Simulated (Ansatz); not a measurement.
**Nudged elastic band run: CH₆AlFOSi**

input.yaml

```yaml
crystal:
  periodic: [false, false, false]
  atoms:
    - { symbol: O, position_ang: [-0.91603, 1.588416, 1.068918] }
    - { symbol: Si, position_ang: [0.259333, 0.537287, 0.35909] }
    - { symbol: Al, position_ang: [0.480872, -1.552038, 1.309697] }
    - { symbol: C, position_ang: [-0.088248, 0.365041, -1.526016] }
    - { symbol: F, position_ang: [-0.037402, 1.57851, -2.238213] }
    - { symbol: H, position_ang: [-1.779076, 1.051051, 1.023249] }
    - { symbol: H, position_ang: [1.474085, 1.322208, 0.451576] }
    - { symbol: H, position_ang: [1.730544, -2.35347, 1.086888] }
    - { symbol: H, position_ang: [-0.628918, -2.139463, 2.133467] }
    - { symbol: H, position_ang: [-1.083204, -0.10977, -1.688111] }
    - { symbol: H, position_ang: [0.653244, -0.344672, -1.960147] }
magnetization:
  spin_polarized: true
basis:
  gaussian: { orbitals: STO-3G }
hamiltonian:
  xc: pbe0
  dispersion: d4
neb:
  order_check: false
  images: 7
  f_tol: 0.05
  max_iterations: 46
  final_atoms:
    - { symbol: O, position_ang: [-0.87327921, 1.63281652, 0.69740591] }
    - { symbol: Si, position_ang: [-0.04909262, 0.25632099, 0.31620435] }
    - { symbol: Al, position_ang: [0.62363204, -1.65530143, 1.60596184] }
    - { symbol: C, position_ang: [-0.0944491, 0.6507323, -1.58370802] }
    - { symbol: F, position_ang: [-0.79253372, 1.89744013, -1.68847396] }
    - { symbol: H, position_ang: [-1.0207166, 2.05646437, -0.25280657] }
    - { symbol: H, position_ang: [-0.64068348, -2.4309861, 1.32124784] }
    - { symbol: H, position_ang: [1.85314037, -2.06062919, 0.84028254] }
    - { symbol: H, position_ang: [0.78503775, -1.05982324, 2.97587076] }
    - { symbol: H, position_ang: [-0.63758837, -0.11207997, -2.17743431] }
    - { symbol: H, position_ang: [0.91173294, 0.76814562, -2.03415239] }
  initial_path:
    images:
      - { positions_ang: [[-0.91603, 1.588416, 1.068918], [0.259333, 0.537287, 0.35909], [0.480872, -1.552038, 1.309697], [-0.088248, 0.365041, -1.526016], [-0.037402, 1.57851, -2.238213], [-1.779076, 1.051051, 1.023249], [1.474085, 1.322208, 0.451576], [1.730544, -2.35347, 1.086888], [-0.628918, -2.139463, 2.133467], [-1.083204, -0.10977, -1.688111], [0.653244, -0.344672, -1.960147]] }
      - { positions_ang: [[-0.90060801, 1.58349491, 1.00646046], [0.28913142, 0.58221835, 0.29575388], [0.51056296, -1.49781129, 1.28913528], [-0.04537016, 0.37407593, -1.57170388], [-0.06107234, 1.5809732, -2.27303839], [-1.7598703, 1.0533161, 0.93933849], [1.18053647, 1.07560396, 0.80959164], [1.4250759, -2.43879829, 0.92104392], [-0.2284221, -1.93814121, 2.30993938], [-1.04372011, -0.12845708, -1.70505012], [0.69895627, -0.30337459, -2.00107266]] }
      - { positions_ang: [[-0.88518602, 1.57857382, 0.94400291], [0.31892984, 0.62714971, 0.23241775], [0.54025393, -1.44358458, 1.26857355], [-0.00249232, 0.38311087, -1.61739175], [-0.08474269, 1.5834364, -2.30786378], [-1.7406646, 1.0555812, 0.85542799], [0.88698794, 0.82899991, 1.16760728], [1.11960781, -2.52412658, 0.75519983], [0.17207379, -1.73681941, 2.48641177], [-1.00423622, -0.14714416, -1.72198923], [0.74466855, -0.26207718, -2.04199832]] }
      - { positions_ang: [[-0.86976404, 1.57365273, 0.88154537], [0.34872826, 0.67208106, 0.16908163], [0.56994489, -1.38935787, 1.24801183], [0.04038552, 0.3921458, -1.66307963], [-0.10841303, 1.5858996, -2.34268917], [-1.7214589, 1.0578463, 0.77151748], [0.59343941, 0.58239587, 1.52562293], [0.81413971, -2.60945487, 0.58935575], [0.57256969, -1.53549762, 2.66288415], [-0.96475233, -0.16583124, -1.73892835], [0.79038082, -0.22077976, -2.08292398]] }
      - { positions_ang: [[-0.85434205, 1.56873164, 0.81908782], [0.37852668, 0.71701241, 0.10574551], [0.59963585, -1.33513116, 1.22745011], [0.08326336, 0.40118073, -1.70876751], [-0.13208338, 1.5883628, -2.37751456], [-1.7022532, 1.0601114, 0.68760697], [0.29989089, 0.33579182, 1.88363857], [0.50867161, -2.69478316, 0.42351166], [0.97306558, -1.33417583, 2.83935653], [-0.92526844, -0.18451832, -1.75586746], [0.83609309, -0.17948235, -2.12384964]] }
      - { positions_ang: [[-0.85907634, 1.58475286, 0.78866734], [0.27162186, 0.60183956, 0.15836022], [0.6056349, -1.41517373, 1.32207804], [0.03883524, 0.46356862, -1.67750264], [-0.29719596, 1.66563213, -2.20525441], [-1.53186905, 1.30919964, 0.45250359], [0.0647473, -0.35590266, 1.74304089], [0.8447888, -2.53624467, 0.52770438], [0.92605863, -1.26558768, 2.87348509], [-0.85334842, -0.16640873, -1.86125918], [0.85500305, 0.05742464, -2.10142533]] }
      - { positions_ang: [[-0.86381063, 1.60077408, 0.75824687], [0.16471703, 0.4866667, 0.21097493], [0.61163395, -1.4952163, 1.41670597], [-0.00559287, 0.52595652, -1.64623776], [-0.46230855, 1.74290146, -2.03299426], [-1.3614849, 1.55828789, 0.2174002], [-0.17039629, -1.04759714, 1.60244321], [1.18090599, -2.37770618, 0.6318971], [0.87905167, -1.19699953, 2.90761365], [-0.78142841, -0.14829914, -1.96665089], [0.87391302, 0.29433163, -2.07900102]] }
      - { positions_ang: [[-0.86854492, 1.6167953, 0.72782639], [0.05781221, 0.37149385, 0.26358964], [0.61763299, -1.57525886, 1.5113339], [-0.05002099, 0.58834441, -1.61497289], [-0.62742113, 1.82017079, -1.86073411], [-1.19110075, 1.80737613, -0.01770318], [-0.40553988, -1.73929162, 1.46184552], [1.51702318, -2.21916769, 0.73608982], [0.83204471, -1.12841138, 2.9417422], [-0.70950839, -0.13018955, -2.0720426], [0.89282298, 0.53123863, -2.0565767]] }
      - { positions_ang: [[-0.87327921, 1.63281652, 0.69740591], [-0.04909262, 0.25632099, 0.31620435], [0.62363204, -1.65530143, 1.60596184], [-0.0944491, 0.6507323, -1.58370802], [-0.79253372, 1.89744013, -1.68847396], [-1.0207166, 2.05646437, -0.25280657], [-0.64068348, -2.4309861, 1.32124784], [1.85314037, -2.06062919, 0.84028254], [0.78503775, -1.05982324, 2.97587076], [-0.63758837, -0.11207997, -2.17743431], [0.91173294, 0.76814562, -2.03415239]] }
```

Command:

```bash
$ ansatz run input.yaml --threads 1 --pin off --max-ram 2048MiB --backend cpu --events-out ev --progress --plain --runs-dir out
```

Output, in part (warnings, iteration lines):

```
NEB end point (image 0): max|allowed force component| = 5.730e-3 eV/Å (the criterion of neb.relax_end_points is 1.000e-2)
NEB end point (image 8): max|allowed force component| = 9.780e-3 eV/Å (the criterion of neb.relax_end_points is 1.000e-2)
NEB iter   1: max|band force component| = 4.005e1 eV/Å  barrier→ = 16.5136 eV  barrier← = 16.0255 eV  Δτ_max = 0.2000 Å  (319 SCF iters)
NEB iter   2: max|band force component| = 1.724e1 eV/Å  barrier→ = 5.5214 eV  barrier← = 5.0333 eV  Δτ_max = 0.1981 Å  (204 SCF iters)
NEB iter   3: max|band force component| = 8.934e0 eV/Å  barrier→ = 5.2118 eV  barrier← = 4.7237 eV  Δτ_max = 0.2000 Å  (208 SCF iters)
NEB iter   4: max|band force component| = 3.406e0 eV/Å  barrier→ = 4.5675 eV  barrier← = 4.0794 eV  Δτ_max = 0.2000 Å  (207 SCF iters)
NEB iter   5: max|band force component| = 3.270e0 eV/Å  barrier→ = 4.1330 eV  barrier← = 3.6450 eV  Δτ_max = 0.0998 Å  (219 SCF iters)
NEB iter   6: max|band force component| = 1.583e0 eV/Å  barrier→ = 3.5162 eV  barrier← = 3.0282 eV  Δτ_max = 0.1993 Å  (192 SCF iters)
NEB iter   7: max|band force component| = 1.703e0 eV/Å  barrier→ = 3.0567 eV  barrier← = 2.5686 eV  Δτ_max = 0.2000 Å  (203 SCF iters)
NEB iter   8: max|band force component| = 1.566e0 eV/Å  barrier→ = 2.5130 eV  barrier← = 2.0250 eV  Δτ_max = 0.2000 Å  (198 SCF iters)
NEB iter   9: max|band force component| = 1.409e0 eV/Å  barrier→ = 1.9524 eV  barrier← = 1.4643 eV  Δτ_max = 0.2000 Å  (192 SCF iters)
NEB iter  10: max|band force component| = 8.612e-1 eV/Å  barrier→ = 1.6842 eV  barrier← = 1.1961 eV  Δτ_max = 0.2000 Å  (194 SCF iters)
NEB iter  11: max|band force component| = 5.210e-1 eV/Å  barrier→ = 1.4478 eV  barrier← = 0.9597 eV  Δτ_max = 0.2000 Å  (193 SCF iters)
NEB iter  12: max|band force component| = 8.369e-1 eV/Å  barrier→ = 1.3442 eV  barrier← = 0.8562 eV  Δτ_max = 0.1004 Å  (186 SCF iters)
NEB iter  13: max|band force component| = 6.189e-1 eV/Å  barrier→ = 1.2315 eV  barrier← = 0.7434 eV  Δτ_max = 0.1000 Å  (183 SCF iters)
NEB iter  14: max|band force component| = 3.338e-1 eV/Å  barrier→ = 1.1539 eV  barrier← = 0.6659 eV  CI = image 4  Δτ_max = 0.1997 Å  (182 SCF iters)
NEB iter  15: max|band force component| = 4.116e-1 eV/Å  barrier→ = 1.0987 eV  barrier← = 0.6106 eV  CI = image 4  Δτ_max = 0.1001 Å  (186 SCF iters)
NEB iter  16: max|band force component| = 4.295e-1 eV/Å  barrier→ = 1.0778 eV  barrier← = 0.5897 eV  CI = image 4  Δτ_max = 0.1010 Å  (184 SCF iters)
NEB iter  17: max|band force component| = 4.626e-1 eV/Å  barrier→ = 1.0558 eV  barrier← = 0.5678 eV  CI = image 4  Δτ_max = 0.0998 Å  (184 SCF iters)
NEB iter  18: max|band force component| = 4.731e-1 eV/Å  barrier→ = 1.0216 eV  barrier← = 0.5335 eV  CI = image 4  Δτ_max = 0.0998 Å  (184 SCF iters)
NEB iter  19: max|band force component| = 3.345e-1 eV/Å  barrier→ = 0.9934 eV  barrier← = 0.5053 eV  CI = image 4  Δτ_max = 0.1000 Å  (188 SCF iters)
NEB iter  20: max|band force component| = 3.024e-1 eV/Å  barrier→ = 0.9899 eV  barrier← = 0.5019 eV  CI = image 4  Δτ_max = 0.0999 Å  (179 SCF iters)
NEB iter  21: max|band force component| = 3.385e-1 eV/Å  barrier→ = 0.9755 eV  barrier← = 0.4874 eV  CI = image 4  Δτ_max = 0.0998 Å  (182 SCF iters)
NEB iter  22: max|band force component| = 2.633e-1 eV/Å  barrier→ = 0.9609 eV  barrier← = 0.4728 eV  CI = image 4  Δτ_max = 0.1469 Å  (177 SCF iters)
NEB iter  23: max|band force component| = 1.461e-1 eV/Å  barrier→ = 0.9495 eV  barrier← = 0.4614 eV  CI = image 4  Δτ_max = 0.0938 Å  (182 SCF iters)
NEB iter  24: max|band force component| = 1.190e-1 eV/Å  barrier→ = 0.9465 eV  barrier← = 0.4585 eV  CI = image 4  Δτ_max = 0.1999 Å  (184 SCF iters)
NEB iter  25: max|band force component| = 1.095e0 eV/Å  barrier→ = 0.9691 eV  barrier← = 0.4811 eV  CI = image 6  Δτ_max = 0.0998 Å  (181 SCF iters)
NEB iter  26: max|band force component| = 3.645e-1 eV/Å  barrier→ = 0.9618 eV  barrier← = 0.4738 eV  CI = image 4  Δτ_max = 0.1271 Å  (178 SCF iters)
NEB iter  27: max|band force component| = 1.195e0 eV/Å  barrier→ = 0.9677 eV  barrier← = 0.4797 eV  CI = image 6  Δτ_max = 0.1987 Å  (177 SCF iters)
NEB iter  28: max|band force component| = 1.123e0 eV/Å  barrier→ = 0.9828 eV  barrier← = 0.4947 eV  CI = image 4  Δτ_max = 0.1944 Å  (185 SCF iters)
NEB iter  29: max|band force component| = 1.210e0 eV/Å  barrier→ = 0.9707 eV  barrier← = 0.4827 eV  CI = image 6  Δτ_max = 0.2000 Å  (185 SCF iters)
NEB iter  30: max|band force component| = 1.191e0 eV/Å  barrier→ = 0.9851 eV  barrier← = 0.4970 eV  CI = image 4  Δτ_max = 0.1991 Å  (187 SCF iters)
NEB iter  31: max|band force component| = 7.643e-1 eV/Å  barrier→ = 1.0424 eV  barrier← = 0.5543 eV  CI = image 6  Δτ_max = 0.1986 Å  (183 SCF iters)
NEB iter  32: max|band force component| = 8.383e-1 eV/Å  barrier→ = 1.1054 eV  barrier← = 0.6173 eV  CI = image 6  Δτ_max = 0.1981 Å  (181 SCF iters)
NEB iter  33: max|band force component| = 8.293e-1 eV/Å  barrier→ = 1.3055 eV  barrier← = 0.8174 eV  CI = image 6  Δτ_max = 0.1993 Å  (184 SCF iters)
NEB iter  34: max|band force component| = 7.792e-1 eV/Å  barrier→ = 1.4516 eV  barrier← = 0.9635 eV  CI = image 6  Δτ_max = 0.1990 Å  (189 SCF iters)
NEB iter  35: max|band force component| = 7.614e-1 eV/Å  barrier→ = 1.5429 eV  barrier← = 1.0548 eV  CI = image 6  Δτ_max = 0.1983 Å  (186 SCF iters)
NEB iter  36: max|band force component| = 7.631e-1 eV/Å  barrier→ = 1.6454 eV  barrier← = 1.1573 eV  CI = image 6  Δτ_max = 0.2000 Å  (192 SCF iters)
NEB iter  37: max|band force component| = 9.473e-1 eV/Å  barrier→ = 1.7354 eV  barrier← = 1.2473 eV  CI = image 6  Δτ_max = 0.2000 Å  (188 SCF iters)
NEB iter  38: max|band force component| = 1.005e0 eV/Å  barrier→ = 1.7764 eV  barrier← = 1.2883 eV  CI = image 6  Δτ_max = 0.2000 Å  (183 SCF iters)
NEB iter  39: max|band force component| = 9.990e-1 eV/Å  barrier→ = 1.7816 eV  barrier← = 1.2936 eV  CI = image 6  Δτ_max = 0.2000 Å  (183 SCF iters)
NEB iter  40: max|band force component| = 8.932e-1 eV/Å  barrier→ = 1.8867 eV  barrier← = 1.3986 eV  CI = image 6  Δτ_max = 0.2000 Å  (188 SCF iters)
NEB iter  41: max|band force component| = 4.999e-1 eV/Å  barrier→ = 1.8637 eV  barrier← = 1.3757 eV  CI = image 6  Δτ_max = 0.1975 Å  (190 SCF iters)
NEB iter  42: max|band force component| = 4.322e-1 eV/Å  barrier→ = 1.8379 eV  barrier← = 1.3498 eV  CI = image 6  Δτ_max = 0.1997 Å  (183 SCF iters)
NEB iter  43: max|band force component| = 4.004e-1 eV/Å  barrier→ = 1.8251 eV  barrier← = 1.3370 eV  CI = image 6  Δτ_max = 0.1990 Å  (189 SCF iters)
NEB iter  44: max|band force component| = 3.920e-1 eV/Å  barrier→ = 1.8147 eV  barrier← = 1.3267 eV  CI = image 6  Δτ_max = 0.1996 Å  (189 SCF iters)
NEB iter  45: max|band force component| = 5.480e-1 eV/Å  barrier→ = 1.8076 eV  barrier← = 1.3196 eV  CI = image 6  Δτ_max = 0.1001 Å  (189 SCF iters)
NEB iter  46: max|band force component| = 4.633e-1 eV/Å  barrier→ = 1.7990 eV  barrier← = 1.3110 eV  CI = image 6  Δτ_max = 0.1007 Å  (187 SCF iters)
Error: NEB band did not converge after 46 iterations: max|band force component| = 4.63e-1 eV/Å (threshold 5.0e-2); raise `neb.max_iterations` in a new run, which can start from the last band evaluated (`neb.initial_path`, with `crystal.atoms` and `neb.final_atoms` set to its first and last images), …
```

It did not converge within its limit. The band didn't meet its force threshold, so its energies are provisional: the largest band force was still 0.46 eV/Å, and over the last iterations the top moved between 1.80 and 1.81 eV. Neighbouring images lie up to 3.9 Å apart, so the band is torn or far too coarse. The orbitals stay closed-shell, which can raise the energy where a bond breaks towards radicals; this wasn't checked here. Limits of this set-up: minimal basis.

Final band (atoms are numbered from 1 in the order of the input):

| image | path coordinate (Å) | energy (kcal/mol) | Si2–H7 (Å) | Al3–H7 (Å) |
| --- | --- | --- | --- | --- |
| 0 | 0.00 | 0.0 | 1.45 | 3.16 |
| 1 | 3.53 | 0.2 | 1.45 | 3.18 |
| 2 | 7.06 | 0.5 | 1.45 | 3.14 |
| 3 | 10.60 | 1.3 | 1.46 | 3.11 |
| 4 | 14.14 | 35.9 | 2.75 | 1.51 |
| 5 | 17.59 | 21.9 | 2.86 | 1.51 |
| 6 | 21.04 | 41.5 | 2.93 | 1.51 |
| 7 | 24.97 | 11.4 | 3.06 | 1.50 |
| 8 | 28.90 | 11.3 | 2.93 | 1.51 |

The run took 19 min on 1 thread of Arm Neoverse V1, with other jobs on the host, peak memory 0.16 GiB.
